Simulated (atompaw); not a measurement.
What the settings do to the PAW (atompaw) potential of Dy

Base potential:

- Element: Dy (Z = 66)
- Generator: atompaw 4.2.0.5
- Type: PAW
- Functional: PBEsol
- Relativity: scalar-relativistic
- Frozen core: [Xe] 4f9
- Valence charge: 3
- Reference configuration: 5d1 6s2 6p0
- Partial waves: 6s (bound): rc 3.00 bohr; 6s channel at 3.95 Ry: rc 3.00 bohr; 6p (bound, empty): rc 3.00 bohr; 6p channel at 1.6 Ry: rc 3.00 bohr; 5d (bound): rc 3.00 bohr; 5d channel at 1.55 Ry: rc 3.00 bohr
- Local potential: bessel scheme, radius 2.10 bohr
- Core correction: smooth core density matched at 2.20 bohr
- Augmentation charge: sinc compensation charge, radius 2.80 bohr; PAW radius 3.00 bohr; waves and projectors: custom polynom vanderbiltortho

All-electron outer shells of the reference configuration (PBEsol, scalar-relativistic, ld1.x):

```json
{"shell": "5p", "level (eV)": "-28.53", "outermost node (bohr)": "0.67", "outermost maximum (bohr)": "1.30"}
{"shell": "4f", "level (eV)": "-9.22", "outermost node (bohr)": "–", "outermost maximum (bohr)": "0.53"}
{"shell": "6s", "level (eV)": "-4.29", "outermost node (bohr)": "1.54", "outermost maximum (bohr)": "3.27"}
{"shell": "5d", "level (eV)": "-2.33", "outermost node (bohr)": "0.76", "outermost maximum (bohr)": "1.91"}
{"shell": "6p", "level (eV)": "-1.31", "outermost node (bohr)": "1.86", "outermost maximum (bohr)": "4.47"}
```

Cutoffs, loose and tight: the cutoffs (Ry, on a coarse ladder) from which the occupation-weighted sum of valence levels, in a spherical-Bessel basis at the reference potential, stays within 10 and 1 mRy of its value at 400 Ry. They see the waves, projectors and local potential, not the compensation charge or the core. A dash means not determined.

A true bound ghost makes a file unfit for plane-wave use even where its test errors are small: the radial tests pick states by their node count and pass the ghost by.

```tsv
change	outcome	cutoff, loose	cutoff, tight	bound ghosts
base	generated	8 Ry	10 Ry	s, p
wave 6p channel at 1.6 Ry: rc 3.00 bohr becomes 6p channel at 1.43 Ry: rc 3.00 bohr	generated	8 Ry	10 Ry	s, p
augmentation sinc compensation charge, radius 2.80 bohr; PAW radius 3.00 bohr; waves and projectors: custom rrkj vanderbiltortho	generated	8 Ry	10 Ry	p, s
local potential bessel scheme, radius 2.18 bohr	generated	8 Ry	10 Ry	s, p
wave 6s channel at 3.95 Ry: rc 3.00 bohr becomes 6s channel at 3.95 Ry: rc 2.00 bohr	generated	8 Ry	10 Ry	p, s
functional PBE	generated	8 Ry	10 Ry	s, p
core [Kr] 4d10, valence charge 20; reference 4f10 5s2 5p6 5d0 6s1.75 6p0.25; waves now 5s (bound): rc 1.45 bohr; 6s (bound): rc 3.00 bohr; 5p (bound): rc 2.30 bohr; 6p (bound): rc 3.00 bohr; 5d (bound): rc 3.00 bohr; 5d channel at 0.7 Ry: rc 3.00 bohr; 4f (bound): rc 0.95 bohr; 4f channel at 4.9 Ry: rc 0.95 bohr; local potential bessel scheme, radius 2.45 bohr; core correction smooth core density matched at 1.55 bohr; augmentation sinc compensation charge, radius 2.70 bohr; PAW radius 3.00 bohr; waves and projectors: custom polynom vanderbiltortho	generated	230 Ry	over 300 Ry	none
wave 6s channel at 3.95 Ry: rc 3.00 bohr becomes 6s channel at 3.95 Ry: rc 2.48 bohr	generated	8 Ry	10 Ry	p
augmentation sinc compensation charge, radius 2.34 bohr; PAW radius 3.00 bohr; waves and projectors: custom polynom vanderbiltortho	generated	8 Ry	10 Ry	s, p
augmentation sinc compensation charge, radius 2.80 bohr; PAW radius 3.00 bohr; waves and projectors: custom polynom2 7 10 vanderbiltortho	generated	10 Ry	21 Ry	none
core correction smooth core density matched at 2.48 bohr	generated	8 Ry	10 Ry	s, p
all radii scaled by about 1.20 (s 3.60, p 3.60, d 3.60 bohr); local potential bessel scheme, radius 2.52 bohr; augmentation sinc compensation charge, radius 3.36 bohr; PAW radius 3.60 bohr; waves and projectors: custom polynom vanderbiltortho; core correction smooth core density matched at 2.64 bohr	generated	6 Ry	8 Ry	p
```
